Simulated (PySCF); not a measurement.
C2H5FN2Si, SMILES N[Si@@H]1C=N[C@@H]1F.

Geometry optimised at B3LYP-D3(BJ)/def2-SVP. The structure was generated by enumeration; whether it is a known compound was not checked. Other conformers were not sampled.

All values below come from PySCF with SMD-ωB97X/def2-SVP.

Solvation free energies are E(SMD) − E(gas) at the gas-phase geometry, for 1 M in both phases. In vacuum the dipole moment is 3.49 D.

Computed solvation free energies in water, dimethylsulfoxide, acetone:
| solvent | ΔG(solv) (kcal/mol) | its non-electrostatic (CDS) part | dipole (D) |
|---|---|---|---|
| water | -4.3 | 4.0 | 4.40 |
| dimethylsulfoxide | -4.5 | 3.6 | 4.39 |
| acetone | -5.8 | 2.0 | 4.35 |
